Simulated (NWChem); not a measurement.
System: C₂H₃CuO₂; SMILES [O](C)[Cu]<-[C-]#[O+]

Here is an NWChem input.

```
start job
memory heap 200 mb stack 900 mb global 1100 mb
geometry units angstroms noautosym noautoz
  Cu     0.011062     0.042955     0.033354
  O     -1.079749    -0.393259    -1.056232
  C     -1.915107    -0.912576    -2.004853
  H     -2.798778    -0.270405    -2.129987
  H     -1.400672    -0.987740    -2.974035
  H     -2.254714    -1.917407    -1.713902
  O      1.985857     0.751469     1.964987
  C      1.191191     0.474632     1.189997
end
basis spherical
  * library def2-svp
end
dft
  xc pbe0
  iterations 150
end
driver
  maxiter 120
end
task dft optimize
```

NWChem printed, in part:

```
             Northwest Computational Chemistry Package (NWChem) 7.3.0
             --------------------------------------------------------

                             Geometry "geometry" -> ""
                             -------------------------

 Output coordinates in angstroms (scale by  1.889725989 to convert to a.u.)

  No.       Tag          Charge          X              Y              Z
 ---- ---------------- ---------- -------------- -------------- --------------
    1 Cu                  29.0000     0.06486197     0.07115235     0.09118323
    2 O                    8.0000    -1.02594903    -0.36506165    -0.99840277
    3 C                    6.0000    -1.86130703    -0.88437865    -1.94702377
    4 H                    1.0000    -2.74497803    -0.24220765    -2.07215777
    5 H                    1.0000    -1.34687203    -0.95954265    -2.91620577
    6 H                    1.0000    -2.20091403    -1.88920965    -1.65607277
    7 O                    8.0000     2.03965697     0.77966635     2.02281623
    8 C                    6.0000     1.24499097     0.50282935     1.24782623

 Effective nuclear repulsion energy (a.u.)     302.0035911526

                           NWChem Geometry Optimization
                           ----------------------------

 maximum gradient threshold         (gmax) =   0.000450
 rms gradient threshold             (grms) =   0.000300
 maximum cartesian step threshold   (xmax) =   0.001800
 rms cartesian step threshold       (xrms) =   0.001200
 fixed trust radius                (trust) =   0.300000
 source of zmatrix                         =

          -------------------
          Energy Minimization
          -------------------

 Using diagonal initial Hessian

          --------
          Step   0

                                 NWChem DFT Module
                                 -----------------

 Summary of "ao basis" -> "ao basis" (spherical)
 ------------------------------------------------------------------------------
       Tag                 Description            Shells   Functions and Types
 ---------------- ------------------------------  ------  ---------------------
 Cu                         def2-svp                11       31   5s3p2d1f
 O                          def2-svp                 6       14   3s2p1d
 C                          def2-svp                 6       14   3s2p1d
 H                          def2-svp                 3        5   2s1p

            General Information
            -------------------
          SCF calculation type: DFT
          Wavefunction type:  closed shell.
          No. of atoms     :     8
          No. of electrons :    60
           Alpha electrons :    30
            Beta electrons :    30
          Charge           :     0
          Spin multiplicity:     1
          Use of symmetry is: off; symmetry adaption is: off
          Maximum number of iterations: 150
          AO basis - number of functions:   102
                     number of shells:    44
          Convergence on energy requested:  1.00D-06
          Convergence on density requested:  1.00D-05
          Convergence on gradient requested:  5.00D-04

              XC Information
              --------------
                         PBE0 Method XC Functional
                     Hartree-Fock (Exact) Exchange  0.250
          PerdewBurkeErnzerhof Exchange Functional  0.750
            Perdew 1991 LDA Correlation Functional  1.000 local
           PerdewBurkeErnz. Correlation Functional  1.000 non-local

             Grid Information
             ----------------
          Grid used for XC integration:  medium
          Radial quadrature: Mura-Knowles
          Angular quadrature: Lebedev.
          Tag              B.-S. Rad. Rad. Pts. Rad. Cut. Ang. Pts.
          ---              ---------- --------- --------- ---------
          Cu                  1.35      112          10.0       590
          O                   0.60       49          14.0       434
          C                   0.70       49          12.0       434
          H                   0.35       45          12.0       434
          Grid pruning is: on
          Number of quadrature shells:   443
          Spatial weights used:  Erf1

      Superposition of Atomic Density Guess
      -------------------------------------

 Sum of atomic energies:       -1864.81499179

      Non-variational initial energy
      ------------------------------

 Total energy =   -1866.562659
 1-e energy   =   -3191.217270
 2-e energy   =    1022.651020
 HOMO         =      -0.373332
 LUMO         =      -0.034040

   convergence    iter        energy       DeltaE   RMS-Dens  Diis-err
 ---------------- ----- ----------------- --------- --------- ---------
 d= 0,ls=0.0,diis     1  -1867.7496838994 -2.17D+03  4.11D-02  2.81D+00
 d= 0,ls=0.0,diis     2  -1860.1475246566  7.60D+00  3.57D-02  8.33D+01
 d= 0,ls=0.0,diis     3  -1867.8711090774 -7.72D+00  7.95D-03  2.00D+00
 d= 0,ls=0.0,diis     4  -1868.0228210292 -1.52D-01  2.28D-03  5.59D-01
 d= 0,ls=0.0,diis     5  -1868.0630693246 -4.02D-02  1.09D-03  3.89D-02
  Resetting Diis
 d= 0,ls=0.0,diis     6  -1868.0665101409 -3.44D-03  3.12D-04  2.18D-03
 d= 0,ls=0.0,diis     7  -1868.0667133663 -2.03D-04  2.44D-04  2.07D-04
 d= 0,ls=0.0,diis     8  -1868.0666165631  9.68D-05  1.81D-04  1.42D-03
 d= 0,ls=0.0,diis     9  -1868.0667298163 -1.13D-04  5.31D-05  8.53D-05
 d= 0,ls=0.0,diis    10  -1868.0667371618 -7.35D-06  1.16D-05  6.28D-06
 d= 0,ls=0.0,diis    11  -1868.0667376910 -5.29D-07  3.81D-06  4.87D-07

         Total DFT energy =    -1868.066737691023
      One electron energy =    -3197.260644102592
           Coulomb energy =     1122.926593006587
    Exchange-Corr. energy =      -95.736277747599
 Nuclear repulsion energy =      302.003591152581

 Numeric. integr. density =       59.999986285945

                       DFT Final Molecular Orbital Analysis
                       ------------------------------------

 Vector   28  Occ=2.000000D+00  E=-3.048272D-01
              MO Center= -2.2D-02,  4.7D-02,  1.1D-02, r^2= 1.4D+00
   Bfn.  Coefficient  Atom+Function         Bfn.  Coefficient  Atom+Function
  ----- ------------  ---------------      ----- ------------  ---------------
    18      0.567994  1 Cu d  1               4      0.404705  1 Cu s
    19     -0.262810  1 Cu d  2               3     -0.223851  1 Cu s
    15     -0.200314  1 Cu d -2              23      0.197951  1 Cu d  1
    16     -0.190762  1 Cu d -1              17     -0.125390  1 Cu d  0
    34      0.102478  2 O  s                 37      0.101356  2 O  pz

 Vector   29  Occ=2.000000D+00  E=-2.407184D-01
              MO Center= -9.5D-01, -3.5D-01, -8.7D-01, r^2= 2.6D+00
   Bfn.  Coefficient  Atom+Function         Bfn.  Coefficient  Atom+Function
  ----- ------------  ---------------      ----- ------------  ---------------
    36      0.457633  2 O  py                39      0.360779  2 O  py
    35     -0.231740  2 O  px                60     -0.208189  4 H  s
    16      0.204669  1 Cu d -1              38     -0.188470  2 O  px
    15      0.169892  1 Cu d -2              70      0.160200  6 H  s
    13      0.157258  1 Cu py                61     -0.153383  4 H  s

[...]

      ----------------------
      Optimization converged
      ----------------------

  Step       Energy      Delta E   Gmax     Grms     Xrms     Xmax
  ---- ---------------- -------- -------- -------- -------- --------
@   23   -1868.07948626 -3.9D-07  0.00015  0.00007  0.00071  0.00131
                                     ok       ok       ok       ok

                         Geometry "geometry" -> "geometry"
                         ---------------------------------

 Output coordinates in angstroms (scale by  1.889725989 to convert to a.u.)

  No.       Tag          Charge          X              Y              Z
 ---- ---------------- ---------- -------------- -------------- --------------
    1 Cu                  29.0000    -0.08141670     0.22348593     0.13365689
    2 O                    8.0000    -1.45423449     0.02916871    -0.94069233
    3 C                    6.0000    -1.85043756    -0.85363727    -1.91387239
    4 H                    1.0000    -2.80254682    -0.52685598    -2.38222655
    5 H                    1.0000    -1.11923948    -0.95961322    -2.74573573
    6 H                    1.0000    -2.03392603    -1.88242215    -1.53139666
    7 O                    8.0000     2.20541863     0.54145860     1.91718443
    8 C                    6.0000     1.30587217     0.44166318     1.23504522

 Effective nuclear repulsion energy (a.u.)     292.0194154151

 ==============================================================================
                                internuclear distances
 ------------------------------------------------------------------------------
       center one      |      center two      | atomic units |  angstroms
 ------------------------------------------------------------------------------
    2 O                |   1 Cu               |     3.31463  |     1.75403
    3 C                |   2 O                |     2.59341  |     1.37237
    4 H                |   3 C                |     2.09807  |     1.11025
    5 H                |   3 C                |     2.10251  |     1.11260
    6 H                |   3 C                |     2.10291  |     1.11281
    8 C                |   1 Cu               |     3.37263  |     1.78472
    8 C                |   7 O                |     2.14170  |     1.13334
 ------------------------------------------------------------------------------
                         number of included internuclear distances:          7
 ==============================================================================
```

Level: PBE0/def2-SVP. No frequency run checked for a minimum.
